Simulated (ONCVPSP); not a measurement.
## Mo (Z = 42), ONCV: configuration errors across variants

| Item | Value |
| --- | --- |
| Element | Mo |
| Generator | ONCVPSP 4.0.1 |
| Type | optimised norm-conserving Vanderbilt (ONCV) |
| Functional | PBE |
| Relativity | scalar-relativistic |
| Frozen core | [Ar] 3d10 |
| Valence charge | 14 |
| Reference configuration | 4s2 4p6 4d5 5s1 |
| Partial waves | 4s+5s: rc 2.05 bohr, ncon 5, nbas 8, qcut 5.6 1/bohr, 2 projectors; 4p: rc 1.70 bohr, ncon 4, nbas 7, qcut 7.3 1/bohr, 2 projectors, debl 0.9 Ha; 4d: rc 1.75 bohr, ncon 3, nbas 7, qcut 5.8 1/bohr, 2 projectors, debl 2.9 Ha |
| Local potential | polynomial inside 1.25 bohr (lpopt 4, dvloc0 -1 Ha) |
| Core correction | Teter function, fcfact 2, rcfact 1.15 |

In the p channel the program set the typed energies aside and used -1.414, 0.250 Ha.

All-electron excitation energies from the reference (eV): (1) 4s2 4p6 4d5 5s0 6.890; (2) 4s2 4p6 4d4 5s0 22.352; (3) 4s2 4p6 4d3 5s0 49.096; (4) 4s2 4p6 4d4 5s1 8.064.

Errors AE − PS in meV (a dash: test not solved or not reliable):

| change | (1) | (2) | (3) | (4) | bound ghosts | GHOST(+) flags above zero |
| --- | --- | --- | --- | --- | --- | --- |
| base | -2.6 | -4.0 | +1.6 | -1.5 | none | none |
| local potential polynomial inside 1.25 bohr (lpopt 4, dvloc0 -2.5 Ha) | -2.6 | -4.0 | +1.7 | -1.5 | none | s |
| local potential polynomial inside 1.25 bohr (lpopt 4, dvloc0 0.5 Ha) | -2.6 | -4.1 | +1.4 | -1.5 | none | none |
| local potential polynomial inside 1.25 bohr (lpopt 4, dvloc0 2.5 Ha) | -2.6 | -3.8 | +2.2 | -1.4 | none | none |
| local potential polynomial inside 1.25 bohr (lpopt 4, dvloc0 4 Ha) | -2.6 | -3.9 | +1.9 | -1.5 | none | none |
| local potential polynomial inside 1.25 bohr (lpopt 4, dvloc0 6 Ha) | -2.6 | -3.8 | +2.0 | -1.3 | none | none |
| local potential polynomial inside 1.25 bohr (lpopt 4, dvloc0 6.5 Ha) | -2.6 | -3.9 | +1.9 | -1.4 | none | none |
| local potential polynomial inside 1.25 bohr (lpopt 4, dvloc0 8 Ha) | -2.6 | -3.9 | +1.9 | -1.4 | none | none |
| local potential polynomial inside 1.25 bohr (lpopt 4, dvloc0 9.5 Ha) | -2.6 | -3.9 | +1.9 | -1.4 | none | none |

(1) Give the same row for: local potential polynomial inside 1.25 bohr (lpopt 4, dvloc0 1.5 Ha).

Answers

(1) -2.6, -5.3, -1.8, -2.1; bound ghosts: none; GHOST(+) flags above zero: none.
